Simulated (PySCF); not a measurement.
C3H5, SMILES C(=C)[CH2] (connectivity only; charge and spin as stated), charge +1, multiplicity 1. Atoms are numbered in the order given.

```xyz
8

C      0.0000    -1.1838     0.2106
C      0.0000     0.0000    -0.4928
C      0.0000     1.1838     0.2106
H      0.0000    -2.1450    -0.2932
H      0.0000    -1.1909     1.2961
H      0.0000     0.0000    -1.5758
H      0.0000     2.1450    -0.2932
H      0.0000     1.1909     1.2961
```
Charge +1, spin multiplicity 1.

Geometry: B3LYP-D3(BJ)/def2-TZVP. The multiplicity is an assumed one; other spin states were not compared. The isomer is the one that the SMILES or the coordinates give; other isomers of the formula were not compared.

Level of theory: PBE0/pcSseg-2 in PySCF.

GIAO shieldings, no solvent; atoms listed in one row are averaged. δ = σ(ref) − σ: ¹³C against TMS (σ = 186.1 ppm); ¹H against TMS (σ = 31.54 ppm), references at their B3LYP-D3(BJ)/def2-TZVP geometries, non-relativistic.

```tsv
nucleus	atoms	count	δ (ppm)
¹³C	C1, C3	2	248.6
¹³C	C2	1	159.7
¹H	H7, H4	2	10.51
¹H	H5, H8	2	10.05
¹H	H6	1	9.15
```
